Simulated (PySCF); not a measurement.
Constitutional and geometric isomers with formula C2H5B. All species are isolated molecules in the gas phase. One relaxed conformer stands for each flexible species; it need not be the lowest. Strings in code marks are SMILES.

Method: PBE-D3(BJ)/def2-TZVP // PBE0-D4/def2-TZVP in PySCF. All candidates: neutral, multiplicity 1. 

The LUMO comes out as -2.35 eV, the HOMO–LUMO gap is 2.85 eV and the HOMO is -5.20 eV.

Task: Say which member has these values.
A) `BC=C`
B) `B1CC1`
C) `[H]/B=C/C`

Result: C, `[H]/B=C/C`. The others give `B1CC1`: -2.31 eV, 3.80 eV, -6.11 eV; `BC=C`: -3.09 eV, 4.39 eV, -7.49 eV
